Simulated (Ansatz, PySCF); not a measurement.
Ways to break one bond of N[Si](O)(O)O:

A. N[Si](O)(O)O -> N[Si](O)O + [OH] (HO)
B. N[Si](O)(O)O -> [NH][Si](O)(O)O + H atom
C. N[Si](O)(O)O -> N[Si]([O])(O)O + H atom

Quantity: bond dissociation energy (enthalpy at 298 K, with B3LYP-D3(BJ) rigid-rotor harmonic-oscillator terms), kcal/mol. Geometries: B3LYP-D3(BJ)/def2-TZVP minima from Ansatz (a first-principles code), one conformer each, not searched for the lowest. Frequencies are from Ansatz or PySCF. Correlated levels leave the core frozen unless marked. Open shells are spin-unrestricted. No spin-orbit coupling. No relativistic terms. Basis-set limits of correlation are two-point, X^-3; Hartree-Fock from the larger set.

Question: Rank them by bond dissociation energy at CCSD(T)/CBS(cc-pV(T+d)Z,cc-pV(Q+d)Z) (Ansatz), lowest first.

Answer: B (112.9 kcal/mol), C (121.1 kcal/mol), A (138.0 kcal/mol)
